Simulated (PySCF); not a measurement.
Vertical excitations of a molecule C₃H₁₂N₂Si from TDA-PBE/def2-SVPD (PySCF), as energy in eV (oscillator strength): 5.28 (0.005), 5.34 (0.004), 5.45 (0.013), 5.55 (0.036), 5.99 (0.023), 6.10 (0.032). Lowest triplet (TDA): 5.12 eV. Geometry: r2SCAN-D4/def2-SVP. Other conformers were not sampled.

### Question
Identify the compound among the candidates.
(A) CCN[SiH2]CN
(B) C[SiH](CN)CN
(C) CN[Si](C)(C)N
(D) CCN[SiH2]NC

### Answer
D, CCN[SiH2]NC
